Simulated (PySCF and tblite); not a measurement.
The numbers below are computed, except where a source is named.
C₆H₉BrF₂, numbered as in [CH3:1][C@@H:2]1[C@@:3]([F:4])([Br:5])[C@:6]1([CH3:7])[CH2:8][F:9].

Level: B3LYP-D3(BJ)/def2-SVP//GFN2-xTB, thermal terms from GFN2-xTB, symmetry numbers and mirror pairs counted. Conformers within 2.5 kcal/mol (GFN2-xTB free energy) were kept, 4 at most. (PySCF 2.14, tblite 0.8.)

Torsions listed: C2–C6–C8–F9.

| conformer | shape | symmetry | E(GFN2) kcal/mol |
| --- | --- | --- | --- |
| 1 | -75° | C1 | 0.00 |
| 2 | 167° | C1 | 1.20 |

Q: Which of these conformers is the most populated at 298.15 K, and with what share?

A: Conformer 1, about 78 %.

Q: Give the DFT energies and free energies relative to the lowest, and all weights.

A: 
| conformer | shape | E(DFT) kcal/mol | G(298.15 K) kcal/mol | weight % |
| --- | --- | --- | --- | --- |
| 1 | -75° | 0.00 | 0.00 | 78.3 |
| 2 | 167° | 0.81 | 0.76 | 21.7 |

Q: How does its share change from 250 K to 350 K?

A: From 82 % to 75 %; the mixing entropy goes from 0.93 to 1.12 cal/(mol K).


Conformer gaps in def2-SVP on xTB geometries can be 2 kcal/mol too large for S=O, P=O and other polar bonds.